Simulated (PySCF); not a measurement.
Structure with atom numbers: `[CH3:1][CH2:2][CH2:3][C:4]1=[CH:5][SiH2:6][CH:7]=[CH:8]1`; H(Xn) means a hydrogen on atom n.

GIAO PBE0/pcSseg-1 shifts (PySCF 2.14.0 with density-fitted response routines, gas phase, non-relativistic, equivalent atoms averaged), each against references optimised in the same way as the molecule (TMS).

On the GFN2-xTB geometry: C4 172.4, C8 158.6, C7 136.4, C5 124.4, C3 44.4, C2 29.0, C1 17.5, Si6 -43.0, H(C8) 7.23, H(C7) 6.29, H(C5) 5.69, H(Si6) 4.63, H(C3) 2.36, H(C2) 1.49, H(C1) 1.12 ppm.

Question: What changes on the PBE0-D3(BJ)/def2-SVP geometry?

Answer: 
```
 atoms  δ (ppm)  change
    C4    173.5    +1.1
    C8    160.6    +2.0
    C7    135.3    -1.1
    C5    124.3    -0.1
    C3     43.0    -1.4
    C2     26.9    -2.1
    C1     16.7    -0.8
   Si6    -38.4    +4.6
 H(C8)     7.12   -0.11
 H(C7)     6.38   +0.09
 H(C5)     5.78   +0.09
H(Si6)     4.66   +0.03
 H(C3)     2.18   -0.18
 H(C2)     1.33   -0.16
 H(C1)     1.05   -0.07
```

Bonds between heavy atoms that differ most (equivalent bonds averaged): C8–C4 1.464 → 1.490 Å, C5–Si6 1.881 → 1.867 Å, Si6–C7 1.887 → 1.874 Å, C4–C5 1.342 → 1.354 Å, C7–C8 1.336 → 1.348 Å. Mean change of bonds to hydrogen: C–H +0.013 Å, Si–H +0.033 Å.
